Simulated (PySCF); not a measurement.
Adiponitrile, C6H8N2.
Structure used (PBE0-D3(BJ)/def2-SVP), in Å, numbered top down from 1:
```
atom  x, y, z in Å
N1    -3.269    1.412    0.300
C2    -2.621    0.470    0.123
C3    -1.762   -0.692   -0.083
C4    -0.349   -0.485    0.466
C5     0.387    0.671   -0.195
C6     1.800    0.877    0.354
C7     2.660   -0.284    0.147
N8     3.307   -1.226   -0.031
H9    -1.730   -0.906   -1.164
H10   -2.238   -1.562    0.395
H11    0.213   -1.421    0.321
H12   -0.404   -0.318    1.555
H13   -0.175    1.607   -0.050
H14    0.442    0.504   -1.284
H15    2.276    1.748   -0.123
H16    1.768    1.090    1.435
```

Computed with PySCF at B3LYP/def2-SVPD, non-relativistic, on one gas-phase PBE0-D3(BJ)/def2-SVP geometry that isn't relaxed in the solvent. The solvent is an IEF-PCM continuum (cavity from Bondi-type radii × 1.2), and excitations are vertical TDDFT with non-equilibrium linear response and a frozen core. Only the electrostatic response of the medium enters.

Gas-phase singlets (H = HOMO, L = LUMO):

| state | E (eV) | λ (nm) | f | leading configurations |
| --- | --- | --- | --- | --- |
| S1 | 7.610 | 163 | 0.000 | H→L 40%, H-1→L+2 11% |
| S2 | 7.627 | 163 | 0.000 | H-2→L 33%, H→L+3 10% |
| S3 | 7.872 | 158 | 0.000 | H-1→L 32%, H→L+2 18% |
| S4 | 7.896 | 157 | 0.017 | H-3→L 30%, H-2→L+2 23% |
| S5 | 7.923 | 156 | 0.000 | H-1→L+2 36%, H-3→L+3 21% |

Q: What are the lowest 5 singlets in cyclohexane (ε = 2.017)?

A: 
```json
{"state": "S1", "E (eV)": "7.656", "λ (nm)": "162", "f": "0.000", "leading configurations": "H→L 38%, H-2→L+2 22%", "change by rank (eV)": "+0.046"}
{"state": "S2", "E (eV)": "7.675", "λ (nm)": "162", "f": "0.000", "leading configurations": "H-2→L 31%, H→L+2 22%", "change by rank (eV)": "+0.048"}
{"state": "S3", "E (eV)": "7.915", "λ (nm)": "157", "f": "0.000", "leading configurations": "H-1→L 27%, H→L+1 16%", "change by rank (eV)": "+0.043"}
{"state": "S4", "E (eV)": "7.941", "λ (nm)": "156", "f": "0.019", "leading configurations": "H-3→L 26%, H-2→L+1 24%", "change by rank (eV)": "+0.045"}
{"state": "S5", "E (eV)": "7.958", "λ (nm)": "156", "f": "0.000", "leading configurations": "H-1→L+1 33%, H-3→L+3 26%", "change by rank (eV)": "+0.035"}
```

Q: Give the list for methanol (ε = 32.61), n² = 1.77.

A: 
```
state  E (eV)  λ (nm)      f    leading configurations  change by rank (eV)
   S1   7.697     161  0.000      H→L 40%, H-2→L+2 22%               +0.087
   S2   7.719     161  0.001      H-2→L 33%, H→L+2 29%               +0.092
   S3   7.957     156  0.000    H-1→L 28%, H-2→L+3 18%               +0.085
   S4   7.988     155  0.017    H-3→L 23%, H-2→L+1 23%               +0.092
   S5   8.001     155  0.000  H-1→L+1 33%, H-3→L+3 29%               +0.078
```

Q: How do the frontier levels move from gas to methanol?

A: 
```tsv
orbital	gas (eV)	solvent (eV)	change (eV)
LUMO+2	0.20	0.41	+0.21
LUMO+1	0.13	0.38	+0.25
LUMO	-0.33	0.07	+0.40
HOMO	-9.29	-9.09	+0.20
HOMO-1	-9.36	-9.19	+0.17
HOMO-2	-9.39	-9.33	+0.06
HOMO-3	-9.45	-9.45	0.00
```

The HOMO–LUMO gap goes from 8.97 to 9.17 eV. Rows go by rank; for LUMO, LUMO+1 and LUMO+2 the atom shares or the degeneracy differ between the runs, so the row needn't follow one orbital.
